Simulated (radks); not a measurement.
Values are calculated unless marked as measured or tabulated.
Task: Ionisation of neutral caesium, [Xe] 6s1, to [Xe] as the strength of local exchange is varied. Level of theory: scalar-relativistic Kohn-Sham, Slater X-alpha exchange (alpha = 2/3 is LDA exchange), no correlation, spin-polarised, spherical densities, finite nucleus; open shells are filled with parallel spins first (spin-orbit coupling, left out, can overturn this in heavy ions); Fermi nuclear charge, rms radius 4.8041 fm (a radial shooting solver on a logarithmic mesh with Libxc functionals).

| alpha | E(Cs) (hartree) | exchange (hartree) | IE (eV) | -e of the level emptied (eV) | <r> of it (bohr) |
|---|---|---|---|---|---|
| 0.636 | -7766.9388 | -172.0318 | 3.501 | 1.854 (6s) | 5.837 |
| 0.647 | -7769.9230 | -175.0708 | 3.540 | 1.893 (6s) | 5.806 |
| 0.667 | -7775.3516 | -180.6016 | 3.613 | 1.964 (6s) | 5.751 |
| 0.708 | -7786.4914 | -191.9621 | 3.763 | 2.113 (6s) | 5.643 |
| 0.845 | -7823.8240 | -230.1396 | 4.288 | 2.643 (6s) | 5.319 |
| 0.858 | -7827.3753 | -233.7796 | 4.339 | 2.695 (6s) | 5.290 |
| 0.952 | -7853.0985 | -260.1891 | 4.719 | 3.089 (6s) | 5.097 |
| x | -7810.9976 | -217.0046 | 4.104 | 2.456 (6s) | 5.424 |

Which alpha was used in the last row?

Result: alpha = 0.798. NIST Atomic Spectra Database: 3.894 eV (measured). The Delta-SCF value meets it near alpha = 0.74.
